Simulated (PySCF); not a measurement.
**AlCl2, SMILES `[Cl][Al][Cl]` (charge 0, multiplicity 2)**

The numbers are results of CAM-B3LYP-D3(BJ)/def2-TZVP run with PySCF, not measurements.

highest occupied spin orbital: -7.87 eV
dipole moment: 1.56 D
total energy: -31646.86 eV
cost: around 60 core-seconds (rough)

```xyz
3

Cl    -1.8067    -0.3602     0.0000
Al    -0.0014     0.7131     0.0000
Cl     1.8081    -0.3529     0.0000
```
Charge 0, spin multiplicity 2.
